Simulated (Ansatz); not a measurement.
Ideal-gas functions of BCl3H2Si, SMILES `B[Si](Cl)(Cl)Cl` at 800 K and 1 bar, from an Ansatz frequency run at PBE0-D4/def2-TZVP.

Molar mass 147.27 g/mol, point group Cs (symmetry number 1), electronic degeneracy 1, moments of inertia 287.315, 292.114, 393.321 u Å². Harmonic wavenumbers (cm⁻¹, unscaled): 87, 109, 166, 180, 192, 227, 440, 566, 577, 673, 699, 902, 1155, 2611, 2712.

Use S(trans) = R[1.5 ln M + 2.5 ln T − 1.1517]; rotational temperatures θ = 24.2544 K / I; S(rot) = R[ln(√π/σ · √(T³/θAθBθC)) + 1.5]; for each mode x = 1.438777 ν̃/T, S = R[x/(eˣ − 1) − ln(1 − e⁻ˣ)] and H = RT x/(eˣ − 1); 1 cm⁻¹ = 0.0119627 kJ/mol; R = 8.31446 J/(mol·K).

Problem. By hand: the entropy, in J/(mol·K).

Solution. Translation 191.6. Rotation: θ = 0.0844, 0.083, 0.0617 K, giving 132.8. Vibration, mode by mode: 23.75, 21.88, 18.40, 17.73, 17.20, 15.82, 10.47, 8.52, 8.37, 7.22, 6.94, 5.15, 3.59, 0.44, 0.37, in all 165.8. Electronic 0.0. Sum 490.2 J/(mol·K).

Problem. By hand: H − E and G − E in kJ/mol, counted from the electronic energy.

Solution. Zero-point energy ½ × 11296 × 0.0119627 = 67.6; thermal vibration 58.4; translation, rotation and pV give 4 RT = 26.6. H − E = 152.6 kJ/mol, and G − E = 152.6 − 800 × 490.2/1000 = -239.6 kJ/mol.

Vibration gives 34 % of the entropy, 45.6 J/(mol·K) of it from the modes under 150 cm⁻¹: soft modes count most, and the harmonic formula is weakest for them.
